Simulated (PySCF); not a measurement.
**Electron correlation in S (sulfur, neutral)**

[Ne] 3s2 3p4, high-spin 3P determinant. Computed with PySCF 2.14 in aug-cc-pCVTZ-DK (8s7p5d3f, 75 functions), with scalar relativity by spin-free X2C-1e. Frozen: 1s2; 14 electrons correlated.

| level | correlation energy (mhartree) |
| --- | --- |
| CCSD | -437.79 |
| (T) | -7.44 |
| CCSD(T) | -445.23 |

Diagnostics: T1 = 0.0074, D1 = 0.0341, largest double amplitude 0.038.

Cost of the coupled-cluster step: about 50 core-seconds, for 14 correlated electrons.
